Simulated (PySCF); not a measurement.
## How the functional moves excitation energies

Compound: C₂H₇Ge₂N.
Bonds: N1–C2 (triple), C2–Ge3, Ge3–C4, C4–Ge5. Hydrogens: H6, H7 on Ge3; H8, H9 on C4; H10, H11, H12 on Ge5.

Linear-response calculations in the def2-SVPD basis (PySCF; singlets by full response, triplets Tamm–Dancoff, core orbitals frozen in the response; HF means time-dependent Hartree–Fock). 'Strongest' is the level of largest summed f among the singlets computed (10 roots, of which the last may lack a degenerate partner); it can jump between rows when another state enters that window. S1 is the lowest singlet of each run and needn't be the same state throughout; f(S1) is that of one state. One conformer (not necessarily the lowest) at the PBE0-D3(BJ)/def2-SVP geometry, without solvent, vibrations or thermal averaging. The LDA/def2-SVPD calculation is non-relativistic and has no spin–orbit coupling, an omission that weighs most on germanium.

```tsv
functional	kind	S1 (eV)	f(S1)	strongest (eV)	T1 (eV)	HOMO (eV)	gap (eV)	ionisation energy, ΔSCF (eV)
LDA	LDA	6.47	0.027	6.47	6.03	-7.92	6.32	10.53
PBE	GGA	6.58	0.032	7.35	5.90	-7.81	6.43	10.40
B3LYP	global hybrid, 20% exact exchange	7.02	0.011	7.83	5.88	-8.79	8.04	10.75
PBE0	global hybrid, 25% exact exchange	7.09	0.004	8.13	5.82	-9.01	8.50	10.81
BHandHLYP	global hybrid, 50% exact exchange	6.96	0.000	8.51	5.68	-10.11	10.35	10.97
CAM-B3LYP	range-separated hybrid	7.13	0.001	8.30	5.89	-10.32	10.69	11.03
wB97X-D	range-separated hybrid	7.18	0.001	8.56	6.00	-10.82	12.00	11.00
LC-wPBE	range-separated hybrid	7.28	0.000	8.91	5.88	-11.67	13.14	11.25
HF	Hartree–Fock	6.39	0.000	9.46	4.97	-11.86	13.73	not settled
```

S1 runs from 6.39 eV (HF) to 7.28 eV (LC-wPBE), a spread of 0.90 eV, while the orbital gap spreads over 7.4 eV. −ε(HOMO) comes closest to its own ΔSCF ionisation energy with wB97X-D (-0.18 eV) and misses most with LDA (-2.61 eV). 'Not settled' means that the ion's SCF failed to converge or may have ended in another state than the lowest.
